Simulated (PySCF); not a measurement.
C4H8, charge +1, doublet, at a GFN2-xTB geometry (a state made from the parent by changing its charge; the spin is typed, not shown lowest); PySCF with PBE/STO-3G.

Here is a job for PySCF.
```python
from pyscf import gto, scf, dft

mol = gto.M(
    atom='''
C    -1.13674550   -0.86428819    0.11818225
C    -0.00836207    0.06010646    0.00664841
C     1.33979571   -0.44310922   -0.25468366
C    -0.21988461    1.42244201    0.14911790
H    -1.33976952   -1.03755099    1.18613332
H    -0.93335336   -1.83665012   -0.32609883
H    -2.06528762   -0.43738538   -0.26677657
H     1.46197013   -1.48787502    0.02643543
H     2.11532033    0.18319205    0.18937314
H     1.52473313   -0.39064113   -1.33885260
H     0.56402530    2.13969003   -0.04692704
H    -1.17645948    1.81631407    0.46112372
''',
    basis='sto-3g',
    charge=1,
    spin=1,
    verbose=4,
)

mf = dft.UKS(mol)
mf.xc = 'pbe'
mf.kernel()
```

What the program printed (banner, timings and long lists left out):

```
PySCF version 2.14.0

[INPUT] verbose = 4
[INPUT] num. atoms = 12
[INPUT] num. electrons = 31
[INPUT] charge = 1
[INPUT] spin (= nelec alpha-beta = 2S) = 1
[INPUT] symmetry False subgroup None
[INPUT] Mole.unit = angstrom
[INPUT] Symbol           X                Y                Z      unit          X                Y                Z       unit  Magmom
[INPUT]  1 C     -1.136745500000  -0.864288190000   0.118182250000 AA   -2.148137668332  -1.633267971796   0.223332085285 Bohr   0.0
[INPUT]  2 C     -0.008362070000   0.060106460000   0.006648410000 AA   -0.015802022134   0.113584747717   0.012563674064 Bohr   0.0
[INPUT]  3 C      1.339795710000  -0.443109220000  -0.254683660000 AA    2.531846954767  -0.837355069070  -0.481282365802 Bohr   0.0
[INPUT]  4 C     -0.219884610000   1.422442010000   0.149117900000 AA   -0.415521691907   2.688025826976   0.281791991270 Bohr   0.0
[INPUT]  5 H     -1.339769520000  -1.037550990000   1.186133320000 AA   -2.531797462840  -1.960687211371   2.241467122021 Bohr   0.0
[INPUT]  6 H     -0.933353360000  -1.836650120000  -0.326098830000 AA   -1.763782227843  -3.470765713450  -0.616237478241 Bohr   0.0
[INPUT]  7 H     -2.065287620000  -0.437385380000  -0.266776570000 AA   -3.902827970255  -0.826538579089  -0.504134653751 Bohr   0.0
[INPUT]  8 H      1.461970130000  -1.487875020000   0.026435430000 AA    2.762723147995  -2.811676295382   0.049955722685 Bohr   0.0
[INPUT]  9 H      2.115320330000   0.183192050000   0.189373140000 AA    3.997376089425   0.346182802698   0.357863369949 Bohr   0.0
[INPUT] 10 H      1.524733130000  -0.390641130000  -1.338852600000 AA    2.881328028751  -0.738204748691  -2.530064735162 Bohr   0.0
[INPUT] 11 H      0.564025300000   2.139690030000  -0.046927040000 AA    1.065853344326   4.043428148162  -0.088679253437 Bohr   0.0
[INPUT] 12 H     -1.176459480000   1.816314070000   0.461123720000 AA   -2.223186213848   3.432336148494   0.871397540341 Bohr   0.0

nuclear repulsion = 120.275748110948
number of shells = 20
number of NR pGTOs = 84
number of NR cGTOs = 28
basis = sto-3g
ecp = {}

******** <class 'pyscf.dft.uks.UKS'> ********
method = UKS
initial guess = minao
damping factor = 0
level_shift factor = 0
DIIS = <class 'pyscf.scf.diis.CDIIS'>
diis_start_cycle = 1
diis_space = 8
diis_damp = 0
SCF conv_tol = 1e-09
SCF conv_tol_grad = None
SCF max_cycles = 50
direct_scf = True
direct_scf_tol = 1e-13
number electrons alpha = 16  beta = 15
XC library pyscf.dft.libxc version 7.1.2
    S. Lehtola, C. Steigemann, M. J. T. Oliveira, and M. A. L. Marques,  SoftwareX 7, 1–5 (2018)
XC functionals = pbe
    J. P. Perdew, K. Burke, and M. Ernzerhof,  Phys. Rev. Lett. 77, 3865 (1996)
    J. P. Perdew, K. Burke, and M. Ernzerhof,  Phys. Rev. Lett. 78, 1396 (1997)
    J. P. Perdew, K. Burke, and M. Ernzerhof,  Phys. Rev. Lett. 77, 3865 (1996)
    J. P. Perdew, K. Burke, and M. Ernzerhof,  Phys. Rev. Lett. 78, 1396 (1997)
radial grids:
    Treutler-Ahlrichs [JCP 102, 346 (1995); DOI:10.1063/1.469408] (M4) radial grids

becke partition: Becke, JCP 88, 2547 (1988); DOI:10.1063/1.454033
pruning grids: <function nwchem_prune>
grids dens level: 3
symmetrized grids: False
atomic radii adjust function: <function treutler_atomic_radii_adjust>
small_rho_cutoff = 0
Set gradient conv threshold to 3.16228e-05
tot grids = 134936
init E= -155.228033331448

cycle= 1 E= -154.793587217286  delta_E= 0.434  |g|= 0.171  |ddm|= 2.91
cycle= 2 E= -154.768168299546  delta_E= 0.0254  |g|= 0.253  |ddm|= 0.579
cycle= 3 E= -154.814139511502  delta_E= -0.046  |g|= 0.0117  |ddm|= 0.356
cycle= 4 E= -154.814274464794  delta_E= -0.000135  |g|= 0.00327  |ddm|= 0.0266
cycle= 5 E= -154.814284540626  delta_E= -1.01e-05  |g|= 0.00116  |ddm|= 0.00683
cycle= 6 E= -154.814285576884  delta_E= -1.04e-06  |g|= 0.00037  |ddm|= 0.00238
cycle= 7 E= -154.814285696877  delta_E= -1.2e-07  |g|= 5.77e-05  |ddm|= 0.000755
cycle= 8 E= -154.814285698067  delta_E= -1.19e-09  |g|= 4.47e-05  |ddm|= 0.000148
cycle= 9 E= -154.814285699364  delta_E= -1.3e-09  |g|= 9.1e-06  |ddm|= 6.87e-05
cycle= 10 E= -154.814285699415  delta_E= -5.06e-11  |g|= 3.25e-06  |ddm|= 1.69e-05
Extra cycle  E= -154.814285699406  delta_E= 8.64e-12  |g|= 4.86e-06  |ddm|= 1.17e-05
converged SCF energy = -154.814285699406  <S^2> = 0.75145293  2S+1 = 2.0014524
```
